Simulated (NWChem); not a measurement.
System: C₂H₆FGa; SMILES [CH3][Ga]([CH3])[F]

Input file for NWChem:

```
start job
memory heap 200 mb stack 900 mb global 1100 mb
geometry units angstroms noautoz
  Ga    -0.010253     0.000032    -0.123154
  F      1.723620     0.009152    -0.566138
  C     -0.729594    -1.824362     0.030171
  H     -0.595185    -2.350341    -0.936596
  H     -1.801641    -1.838026     0.304720
  H     -0.151042    -2.379875     0.795672
  C     -0.732842     1.816875     0.092021
  H     -1.805096     1.819338     0.366102
  H     -0.598460     2.376106    -0.855910
  H     -0.155831     2.346662     0.876720
end
basis spherical
  Ga library 6-31g*
  F library 6-31g*
  C library 6-31g*
  H library 6-31g*
end
dft
  xc b3lyp
  iterations 150
  mulliken
end
task dft energy
```

Coordinates come from a PBE-D3(BJ)/def2-SVP optimisation.

Question: Give the results of this calculation. (B3LYP/6-31G* (spherical d).) Quantities: basis functions; energy (Ha); highest occupied level (eV); orbital gap (eV); dipole (D).

Answer: 
```
Property                       Result
---------------------------  --------
number of basis functions          86
energy (Ha)                  -2104.34
highest occupied level (eV)     -7.54
orbital gap (eV)                 6.75
dipole (D)                       2.67
```
